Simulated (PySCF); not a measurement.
AlH₃S₂, SMILES [SH][AlH][SH].

Geometry optimised at B3LYP-D3(BJ)/def2-TZVP. The values are those of a single conformer.

Method: CAM-B3LYP/def2-TZVPD in PySCF.

Isolated molecule, no solvent.

Computed frontier levels, gap, dipole moment and polarisability:
The highest occupied level comes out as -8.93 eV and the lowest empty level is -0.21 eV. The orbital gap is 8.73 eV, the dipole moment is 1.85 D and the quadrupole, principal values (traceless, Buckingham form, about the centre of nuclear charge) is -1.23, -0.12, 1.35 D·Å. The mean static polarisability comes out as 71.4 bohr³ (10.59 Å³) and the polarisability, principal values is 58.4, 68.6, 87.3 bohr³.
